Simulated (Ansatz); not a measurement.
Relaxation of CH$_{7}$BFGeN (12 atoms, charge 0, multiplicity 1), to a largest force component of 0.015 eV/Å in at most 40 steps.

Method: RHF/def2-SVP (Ansatz 0.2.0).

```xyz
12
Properties=species:S:1:pos:R:3
B -0.194 1.618 1.359
Ge -0.850 0.653 -0.295
C 0.504 -0.606 -0.843
N 0.847 -1.557 0.238
F 0.139 -1.274 -1.997
H 0.812 1.448 1.824
H -0.919 2.482 1.834
H -1.063 1.675 -1.454
H -2.149 -0.097 0.065
H 1.473 -0.042 -1.014
H 1.538 -2.200 -0.040
H -0.062 -2.155 0.358
```

Question: Where does it end, and by what steps?

Answer: The forces met the threshold. The force dipped under the threshold on the way, but the program's further checks kept it going. After 20 steps the energy has fallen by 0.557 eV; H6 moved furthest, 0.73 Å.

```json
{"step": "0", "energy less start (eV)": "0.0000", "largest force component (eV/Å)": "4.963", "accepted": "yes"}
{"step": "1", "energy less start (eV)": "-0.4318", "largest force component (eV/Å)": "0.944", "accepted": "yes"}
{"step": "2", "energy less start (eV)": "-0.4988", "largest force component (eV/Å)": "0.658", "accepted": "yes"}
{"step": "3", "energy less start (eV)": "-0.5406", "largest force component (eV/Å)": "0.253", "accepted": "yes"}
{"step": "4", "energy less start (eV)": "-0.5497", "largest force component (eV/Å)": "0.284", "accepted": "yes"}
{"step": "5", "energy less start (eV)": "-0.5524", "largest force component (eV/Å)": "0.190", "accepted": "yes"}
{"step": "6", "energy less start (eV)": "-0.5553", "largest force component (eV/Å)": "0.027", "accepted": "yes"}
{"step": "7", "energy less start (eV)": "-0.5560", "largest force component (eV/Å)": "0.020", "accepted": "yes"}
{"step": "8", "energy less start (eV)": "-0.5553", "largest force component (eV/Å)": "0.138", "accepted": "no"}
{"step": "9", "energy less start (eV)": "-0.5562", "largest force component (eV/Å)": "0.051", "accepted": "yes"}
{"step": "10", "energy less start (eV)": "-0.5563", "largest force component (eV/Å)": "0.075", "accepted": "yes"}
{"step": "11", "energy less start (eV)": "-0.5565", "largest force component (eV/Å)": "0.040", "accepted": "yes"}
{"step": "12", "energy less start (eV)": "-0.5566", "largest force component (eV/Å)": "0.015", "accepted": "yes"}
{"step": "13", "energy less start (eV)": "-0.5567", "largest force component (eV/Å)": "0.015", "accepted": "yes"}
{"step": "14", "energy less start (eV)": "-0.5568", "largest force component (eV/Å)": "0.027", "accepted": "yes"}
{"step": "15", "energy less start (eV)": "-0.5569", "largest force component (eV/Å)": "0.038", "accepted": "yes"}
{"step": "16", "energy less start (eV)": "-0.5569", "largest force component (eV/Å)": "0.032", "accepted": "yes"}
{"step": "17", "energy less start (eV)": "-0.5570", "largest force component (eV/Å)": "0.016", "accepted": "yes"}
{"step": "18", "energy less start (eV)": "-0.5570", "largest force component (eV/Å)": "0.013", "accepted": "yes"}
{"step": "19", "energy less start (eV)": "-0.5571", "largest force component (eV/Å)": "0.009", "accepted": "yes"}
{"step": "20", "energy less start (eV)": "-0.5571", "largest force component (eV/Å)": "0.011", "accepted": "yes"}
```

```xyz
12
Properties=species:S:1:pos:R:3
B -0.202 1.709 1.391
Ge -0.832 0.690 -0.324
C 0.549 -0.656 -0.813
N 0.704 -1.613 0.216
F 0.215 -1.242 -2.023
H 0.934 2.083 1.478
H -0.943 1.950 2.302
H -1.009 1.664 -1.501
H -2.153 -0.076 -0.131
H 1.508 -0.164 -0.975
H 1.443 -2.267 0.025
H -0.139 -2.132 0.389
```

Whether the end is a true minimum wasn't checked by a vibrational analysis.

Time of the run: 46 s on 2 threads of Intel(R) Xeon(R) Platinum 8488C (Sapphire Rapids), on a shared host, peak memory 0.3 GiB.
